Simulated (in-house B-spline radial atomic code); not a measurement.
A radial electron density 4πr²n(r) was computed for an atom or ion in its tabulated ground configuration with a B-spline radial code for spherical atoms; method: Dirac-Kohn-Sham relativistic LDA, spherical fractional occupations. Columns: r (bohr), 4πr²n(r) (electrons per bohr), bar.

```
  0.0017    1.529 #
 0.00206    2.152 ##
 0.00251    3.041 ##
 0.00305    4.244 ###
 0.00371    5.882 #####
  0.0045    8.028 ######
 0.00548    10.88 ########
 0.00666    14.48 ###########
 0.00809    18.88 ##############
 0.00983    24.08 ##################
   0.012    30.01 #######################
  0.0145     35.8 ###########################
  0.0177    41.42 ################################
  0.0215    45.56 ###################################
  0.0261    47.58 ####################################
  0.0317    47.08 ####################################
  0.0386    44.43 ##################################
  0.0469    41.22 ################################
   0.057    39.75 ##############################
  0.0693    41.99 ################################
  0.0842     47.9 #####################################
   0.102    54.51 ##########################################
   0.124    57.36 ############################################
   0.151    53.06 #########################################
   0.184    43.37 #################################
   0.223    35.21 ###########################
   0.272     33.9 ##########################
    0.33    38.38 #############################
   0.401    41.24 ################################
   0.488    36.48 ############################
   0.593    25.62 ####################
    0.72    15.02 ############
   0.876    8.973 #######
    1.06    7.027 #####
    1.29    6.036 #####
    1.57    4.302 ###
    1.91    2.241 ##
    2.32   0.8113 #
    2.82    0.191 
    3.43  0.02715 
    4.17 0.002153 
    5.07 8.465e-05
```

**Question.** Which atom or ion is it?
A. Sr5+
B. Nb5+
C. Rb4+
D. Sr4+

**Answer.** D. The area under the curve, ∫4πr²n dr = ∫r·4πr²n d(ln r) on this logarithmic grid, is 34 electrons, which only this option has. The configuration is [Ar] 3d10 4s2 4p4.
